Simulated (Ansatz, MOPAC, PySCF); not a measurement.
Noncovalent pair: CH5N (SMILES CN) (first 7 atoms) with CH2O2 (SMILES O=CO); geometry from B3LYP-D3(BJ)/def2-TZVP, rigid monomers moved along the line of their centres of mass till N2···H12 is 2.30 Å.
(charge 0, multiplicity 1):
```xyz
12

C     -0.2824     0.2170     0.0966
N      0.8015    -0.5139     0.7701
H      0.0400     1.2408    -0.0934
H     -1.1417     0.2460     0.7650
H     -0.5908    -0.2333    -0.8514
H      1.6234    -0.5802     0.1808
H      0.5002    -1.4576     0.9896
O     -1.0525    -0.7941     3.9913
C     -0.2523    -0.0560     4.5169
O      0.8207     0.4600     3.9450
H     -0.3389     0.2743     5.5630
H      0.8759     0.1246     2.9809
```

Interaction energies are E(AB) − E(A) − E(B) at the monomers' geometry in the complex; basis-set methods are counterpoise corrected. Rows marked so take none.

Correlated levels freeze the cores. Rows in 3-21G, 6-311+G**, 6-31G* carry no dispersion term and start afresh at each structure (6-31G* with six Cartesian d functions). MP2/6-31G* freezes PySCF's default core. The state that PM3, PM6 reach isn't checked.

Codes used: Ansatz (Gaussian basis) for Hartree–Fock, density functionals and correlated methods; MOPAC for PM3, PM6 (differences of heats of formation); PySCF for 3-21G rows, 6-311+G** rows, 6-31G* rows, the dispersion terms. Each number belongs to the level named beside it.

Other levels give for the interaction energy: PBE/def2-TZVPPD -37.8; B3LYP/def2-TZVPPD -34.6; B3LYP-D3(BJ)/def2-TZVPPD -40.5; wB97M-V/def2-TZVPPD -39.3; CCSD(T)/aug-cc-pVDZ -37.1 kJ/mol.

What do these common cheap choices give for the same quantity: PM3, PM6, HF/3-21G (no counterpoise), HF/6-31G*, HF/6-31G* (no counterpoise), B3LYP/6-311+G** (no counterpoise), M06-2X/6-31G* (no counterpoise), MP2/6-31G* (no counterpoise)?

PM3 -10.7; PM6 -24.4; HF/3-21G (no counterpoise) -54.0; HF/6-31G* -36.2; HF/6-31G* (no counterpoise) -40.7; B3LYP/6-311+G** (no counterpoise) -38.4; M06-2X/6-31G* (no counterpoise) -48.3; MP2/6-31G* (no counterpoise) -48.7 kJ/mol. They span -54.0 to -10.7 kJ/mol.

Ansatz is a first-principles code.
